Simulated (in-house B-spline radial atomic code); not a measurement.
**RPA and G0W0 on PBE: Rb30+**

Configuration [He] 2s2 2p3, highest spin, mean-field start PBE. Computed with an all-electron radial atomic-structure program (B-spline basis): all electrons, non-relativistic, point nucleus, each spin shell either full or empty, empty states to l = 9 with an (l + 1/2)⁻⁴ tail; G0W0 by contour deformation at full frequency.

Without relativity these are model numbers: it shifts the levels of so heavy an element strongly and can reorder them.

Command:
```bash
python run_gw.py task.json out
```
Settings (radii: box in bohr, nucleus in fm):
```
Z                        37
electrons                7
configuration            [He] 2s2 2p3
hamiltonian              nr
method                   pbe,pbe
lmax                     9
spin_polarised           True
box_radius               3.04
intervals                46
```

Cost of the run: 0.6 s on 1 thread of AMD EPYC 7R13 Processor, with other jobs on the host.

Energies (hartree):

| term | value |
| --- | --- |
| mean-field total | -2068.31263 |
| Hartree-Fock functional on these orbitals | -2068.54375 |
| direct second order | -0.5471 |
| second-order exchange | 0.31914 |
| SOSEX correction | 0.28369 |

Problem. What is the RPA correlation energy, and what remains with SOSEX?

Solution. RPA gives -0.49838 hartree (-1.94 eV per electron); RPA + SOSEX gives -0.21469, and the second-order doubles -0.22796 hartree (no singles). SOSEX takes back 57 % of the RPA value.

Quasi-particle levels (eV):

```json
{"level": "2p up", "occupied": "yes", "mean field": "-3532.75", "Σx - vxc": "-78.51", "Σc": "?", "QP weight": "?", "G0W0": "?"}
{"level": "2s down", "occupied": "yes", "mean field": "-3611.56", "Σx - vxc": "-49.70", "Σc": "-7.46", "QP weight": "0.983", "G0W0": "-3668.72"}
{"level": "1s down", "occupied": "yes", "mean field": "-16705.14", "Σx - vxc": "-241.96", "Σc": "13.36", "QP weight": "0.994", "G0W0": "-16933.75"}
{"level": "2p down", "occupied": "no", "mean field": "-3483.44", "Σx - vxc": "71.89", "Σc": "-3.28", "QP weight": "0.993", "G0W0": "-3414.82"}
```

G0W0 = mean field + (Σx - vxc) + Σc, with Σc (partial-wave tail included) taken at the quasi-particle energy. Levels of low weight are left out.

Problem. Where does G0W0 put 2p up?

Solution. At -3607.41 eV, with Σc = 3.85 eV and a quasi-particle weight of 0.983. The tabulated removal energy is 3600 ± 30 eV (NIST, semi-empirical); the calculation leaves out relativity, Breit and QED terms, and what these don't explain is the method's own error.
